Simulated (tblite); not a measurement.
Compound: C₆H₁₂F₂OSi.
Structure used (GFN2-xTB), in Å, numbered top down from 1:
```
atom  x, y, z in Å
C1     1.289    0.196   -1.536
C2     0.767   -0.420   -0.236
Si3    1.909    0.039    1.241
C4    -0.735   -0.104   -0.047
C5    -1.069    1.385   -0.044
C6    -1.481   -0.825   -1.164
O7    -1.537   -2.016   -1.273
C8    -1.232   -0.742    1.257
F9    -2.577   -0.615    1.370
F10   -0.719   -0.115    2.344
H11    0.670   -0.086   -2.386
H12    2.299   -0.159   -1.727
H13    1.325    1.281   -1.477
H14    0.826   -1.509   -0.354
H15    1.787   -0.966    2.293
H16    3.268    0.004    0.693
H17    1.626    1.383    1.735
H18   -0.487    1.903    0.714
H19   -2.125    1.526    0.179
H20   -0.859    1.826   -1.014
H21   -1.967   -0.156   -1.897
H22   -0.987   -1.811    1.328
```

All values are computed: GFN2-xTB (tblite) harmonic vibrations without scaling, gas phase. This tight-binding method is rough: wavenumbers can miss measured ones by several per cent, in bad cases by 10 to 20. Modes of hydrogen on silicon can be 10 to 20 % off. One conformer, not necessarily the lowest.

Harmonic wavenumbers (cm⁻¹): 53.8, 67.1, 84.9, 132.4, 170.5, 187.0, 200.4, 213.1, 238.6, 251.3, 278.6, 296.7, 305.4, 372.3, 434.2, 486.6, 532.1, 570.7, 616.2, 623.4, 692.7, 762.6, 802.2, 803.7, 818.1, 892.7, 941.3, 970.1, 1005.6, 1029.1, 1058.1, 1068.0, 1105.4, 1144.4, 1170.5, 1207.9, 1259.5, 1269.7, 1282.5, 1321.8, 1372.5, 1413.1, 1419.4, 1487.8, 1490.3, 1510.3, 1515.7, 1784.5, 2260.5, 2298.8, 2306.5, 2780.8, 2911.8, 2916.5, 3008.2, 3032.7, 3035.7, 3046.3, 3054.8, 3059.3.

A = 1340, B = 1018, C = 739.4 MHz; mass 166.063 u (most abundant isotopes); point group C1, symmetry number 1.

**Question.** What is the zero-point energy?

**Answer.** ½Σν̃ = 36213 cm⁻¹ = 433.21 kJ/mol.

**Question.** Give the ideal-gas entropy at 200 K and 1 bar in the rigid-rotor, harmonic-oscillator model (classical rotation).

**Answer.** Translation 164.32, rotation 121.14, vibration 106.27: S = 391.7 J/(mol K).

**Question.** And Cp and H(200 K) − H(0)?

**Answer.** Cp = 153.59 J/(mol K), of which vibrations give 120.33 (their classical limit is 60 R = 498.9); H(200 K) − H(0) = 18.71 kJ/mol without the zero-point energy, 12.06 from vibrations.

**Question.** What must be added to the electronic energy to get the Gibbs energy at 200 K and 1 bar?

**Answer.** ZPE + [H(200 K) − H(0)] − T·S = 433.21 + 18.71 − 78.35 = 373.57 kJ/mol.

**Question.** How do the functions run with temperature in this model?

**Answer.** 
```csv
T (K),S (J/(mol K)),Cp (J/(mol K)),H − H(0) (kJ/mol),G − H(0) (kJ/mol),ln q(vib)
50,253.5,59.5,2.15,-10.52,0.53
100,306.4,96.6,6.07,-24.57,1.99
298.15,462.4,203.5,36.25,-101.62,9.06
373.15,512.0,239.2,52.87,-138.18,11.71
500,589.5,291.0,86.62,-208.13,16.07
750,722.3,363.5,169.12,-372.61,24.13
1000,833.8,410.5,266.27,-567.50,31.48
```

q(vib) and H(0) count from the zero-point level.

**Question.** Blend soft modes into free rotors: weight 1/[1 + (100 cm⁻¹/ν̃)⁴] for the oscillator and the rest for a rotor with moment μB/(μ + B), μ = h/(8π²ν), B = 10⁻⁴⁴ kg m². What vibrational entropy results?

**Answer.** 100.62 J/(mol K) in place of 106.27, which changes −T·S at 200 K by +1.13 kJ/mol.

**Question.** Which modes carry the vibrational entropy at 200 K?

**Answer.** 53.8 cm⁻¹: 16.26; 67.1 cm⁻¹: 14.45; 84.9 cm⁻¹: 12.54; 132.4 cm⁻¹: 9.03; 170.5 cm⁻¹: 7.12; 187.0 cm⁻¹: 6.45 J/(mol K); the other 54 give 40.42 together.

Hindered rotation and anharmonicity are outside this model. Other conformers, if any are populated, would add a mixing term that is left out. The structure is chiral; the term R ln 2 for an equal mix with its mirror image is left out.
